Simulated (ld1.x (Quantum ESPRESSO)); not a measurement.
O (Z = 8): variants of one PAW potential

Base potential:

O (Z = 8), PAW, made with ld1.x (Quantum ESPRESSO) 7.5 (LDA (PZ), scalar-relativistic). Core [He], reference 2s1 2p5. Waves: 2s (bound): rcut 0.60, rcutus 0.75 bohr; 2s channel at -0.95 Ry: rcut 0.60, rcutus 0.75 bohr; 2p (bound): rcut 1.00, rcutus 1.15 bohr; 2p channel at 0.05 Ry: rcut 1.00, rcutus 1.15 bohr; 3d channel at 0.35 Ry: rcut 0.95, rcutus 1.15 bohr; 3d channel at 2.4 Ry: rcut 0.95, rcutus 1.15 bohr. Local part: all-electron potential smoothed inside 0.70 bohr (lloc = -2). Core correction: Bessel-smoothed model core, default radius (core density twice the valence density). Augmentation charge: PSQ, radius 0.60 bohr.

Cutoffs, loose and tight: the cutoffs (Ry, on a coarse ladder) from which the occupation-weighted sum of valence levels, in a spherical-Bessel basis at the reference potential, stays within 10 and 1 mRy of its value at 400 Ry. They do not see the model core or the augmentation charge, which bear on the density cutoff. Test errors are all-electron minus pseudo excitation energies from the reference, over the configurations 2s2 2p4; 2s2 2p3; 2s2 2p2; 2s2 2p4.3; 2s0 2p6; 2s2 2p1; 2s2 2p3.5 (two spin-polarised tests are not counted in the largest error). A dash means not determined; rows that change the core or the reference have their own tests.

A true bound ghost makes a file unfit for plane-wave use even where its test errors are small: the radial tests pick states by their node count and pass the ghost by.

Cutoffs are not given where the Bessel-basis levels miss the radial ones by over 6 mRy, ghosts where they miss by over 20 mRy; a channel whose overlap is not positive is not tested.

The default core radius of the base comes out at 0.33 bohr.

A file whose overlap is not positive is unfit for use, and its test errors describe a broken file.

| change | outcome | cutoff, loose | cutoff, tight | bound ghosts | largest test error (meV) |
| --- | --- | --- | --- | --- | --- |
| base | generated | 55 Ry | 100 Ry | none | -24 |
| local potential all-electron potential smoothed inside 1.34 bohr (lloc = -2) | generated | 55 Ry | 100 Ry | none | -7.3 |
| waves 2s (bound): rcut 0.60, rcutus 0.72 bohr; 2s channel at -0.95 Ry: rcut 0.60, rcutus 0.72 bohr | generated | 60 Ry | 100 Ry | none | -24 |
| waves 3d channel at 0.35 Ry: rcut 0.66, rcutus 0.70 bohr; 3d channel at 2.4 Ry: rcut 0.66, rcutus 0.70 bohr | generated | – | – | not determined | -24 |
| functional PBE | generated | 55 Ry | 100 Ry | none | -20 |
| core none, valence charge 8; reference 1s2 2s2 2p3.5; waves now 1s (bound): rcut 0.30, rcutus 0.40 bohr; 2s (bound): rcut 0.30, rcutus 0.40 bohr; 2p (bound): rcut 0.80, rcutus 1.10 bohr; 2p channel at 0.05 Ry: rcut 0.80, rcutus 1.10 bohr; 3d channel at 0.35 Ry: rcut 0.85, rcutus 1.00 bohr; 3d channel at 2.4 Ry: rcut 0.85, rcutus 1.00 bohr; local potential all-electron potential smoothed inside 0.30 bohr (lloc = -1); core correction none; augmentation PSQ, radius 0.25 bohr | generated, overlap not positive | – | – | not determined (overlap not positive) | -85 |
| wave 2p channel at 0.05 Ry: rcut 1.00, rcutus 1.15 bohr becomes 2p channel at -0.58 Ry: rcut 1.00, rcutus 1.15 bohr | generated | 55 Ry | 100 Ry | none | -19 |
| waves 2p (bound): rcut 1.00, rcutus 1.48 bohr; 2p channel at 0.05 Ry: rcut 1.00, rcutus 1.48 bohr | generated | 50 Ry | 70 Ry | none | -10 |
| reference 2s2 2p2 | generated | 60 Ry | 100 Ry | none | -14 |
| core correction Bessel-smoothed model core inside 0.32 bohr | generated | 55 Ry | 100 Ry | none | -24 |
| local potential all-electron potential smoothed inside 1.10 bohr (lloc = -1) | generated | 55 Ry | 100 Ry | s | -18 |
